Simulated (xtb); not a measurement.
Harmonic IR lines of one isomer of C2H6N2, unscaled. Method: GFN2-xTB run with xtb.

wavenumber (cm⁻¹): 326 (w), 530 (w), 589 (m), 702 (vs), 950 (vw), 1355 (m), 1504 (m), 1522 (w), 1719 (s), 3164 (w)

Problem. Say which structure gives these lines.
A. `C=C(N)N`
B. `[H]/N=C(/C)N`
C. `C=NCN`
D. `C1NCN1`

Solution. A, `C=C(N)N`
